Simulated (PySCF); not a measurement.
Se(Cl)4 cation (Cl4Se), SMILES Cl[Se](Cl)(Cl)Cl (connectivity only; charge and spin as stated), charge +1, multiplicity 2.

Geometry: PBE0-D3(BJ)/def2-SVP. The multiplicity is an assumed one; other spin states were not compared. The isomer is the one that the SMILES or the coordinates give; other isomers of the formula were not compared.

Calculation: TDA-M06-2X/def2-SVPD (PySCF).

Vertical excitations. Gas-phase values at a fixed geometry.

| state | energy (eV) | λ (nm) | f | main pairs |
|---|---|---|---|---|
| root 1 | 1.95 | 635 | 0.006 | β HOMO→LUMO 90 % |
| root 2 | 1.96 | 634 | 0.000 | β HOMO−1→LUMO 87 % |
| root 3 | 2.03 | 611 | 0.001 | β HOMO−2→LUMO 87 % |
| root 4 | 2.20 | 563 | 0.001 | β HOMO−3→LUMO 90 % |
| root 5 | 3.41 | 364 | 0.003 | α HOMO→LUMO+2 29 %, β HOMO−5→LUMO 59 % |
| root 6 | 3.53 | 351 | 0.012 | α HOMO→LUMO+1 87 % |
| root 7 | 3.54 | 351 | 0.004 | α HOMO→LUMO 90 % |
| root 8 | 3.59 | 345 | 0.000 | α HOMO→LUMO+1 8 %, β HOMO−4→LUMO 69 % |
| root 9 | 3.90 | 318 | 0.000 | β HOMO−7→LUMO 54 %, β HOMO−1→LUMO+1 11 %, β HOMO−5→LUMO+2 8 % |
| root 10 | 4.08 | 304 | 0.011 | α HOMO→LUMO 6 %, β HOMO−6→LUMO 64 % |
Unrestricted roots are not spin-pure.
